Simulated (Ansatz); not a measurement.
# Interaction energy ladder

The pair of Li⁺ (SMILES [Li+], atom 1) and H₂O (SMILES O, atoms 2–4), both closed shells, in one local arrangement (a lower one may exist), relaxed at PBE0-D4/def2-TZVP:

Li1  (0.001, -0.084, -1.659)
O2  (0.000, 0.008, 0.165)
H3  (0.165, 0.787, 0.709)
H4  (-0.166, -0.712, 0.785)
(Å)

Computed with Ansatz 0.2.0 (basis: def2-TZVPPD, with def2-QZVPPD for the basis limit); correlated methods freeze the cores. The outer core shell of Li, Na, Mg and K is correlated. B3LYP uses VWN-RPA correlation. Extrapolation: Hartree–Fock as exp(−7.88 √X), correlation as X^−2.97. Interaction energies count from these two fragments, frozen as in the pair, with the counterpoise correction; negative means bound.

What is the interaction energy by CCSD(T) at an estimated basis limit (MP2 extrapolated from triple and quadruple zeta, plus CCSD(T) − MP2 in triple zeta)? (To be estimated.)

Computed: -142.9 kJ/mol. Hartree–Fock alone gives -150.2 kJ/mol at the basis limit. It counts from the two fragments frozen as in the pair.

The same quantity by other methods in triple zeta, and each one's difference from that estimate:
| method | E_int (kJ/mol) | difference |
| --- | --- | --- |
| PBE-D4 | -143.4 | -0.5 |
| revPBE-D4 | -139.2 | 3.8 |
| BLYP-D4 | -144.3 | -1.4 |
| r2SCAN-D4 | -139.2 | 3.8 |
| B97M-V | -141.3 | 1.7 |
| PBE0-D4 | -146.9 | -4.0 |
| B3LYP-D4 | -148.3 | -5.4 |
| HSE06-D4 | -146.9 | -3.9 |
| wB97X-V | -144.2 | -1.3 |
| wB97M-V | -144.6 | -1.7 |
| B2PLYP | -145.4 | -2.5 |
| HF | -147.9 | -5.0 |
| MP2 | -138.5 | 4.4 |
| CCSD | -140.1 | 2.8 |
| CCSD(T) | -138.6 | 4.3 |
Differences are method less estimate.

Which atoms make the shortest contact between the fragments?

Li1 and O2, 1.83 Å apart.

Basis-set superposition shift (counterpoise-corrected less uncorrected): CCSD(T) 1.3; MP2 1.1; HF 0.0; PBE0-D4 0.1; wB97M-V 0.2 kJ/mol.

The T1 diagnostic stays at or below 0.011.

For scale, one of the runs: CCSD(T)/def2-TZVPPD, 96 basis functions, launched by `ansatz run in.yaml --threads 2 --pin off --events-out ev --progress --plain --max-ram 5222MiB`. Hardware: 2 CPU threads of an Intel Xeon 6975P-C, shared host. Wall time about 0.9 s.
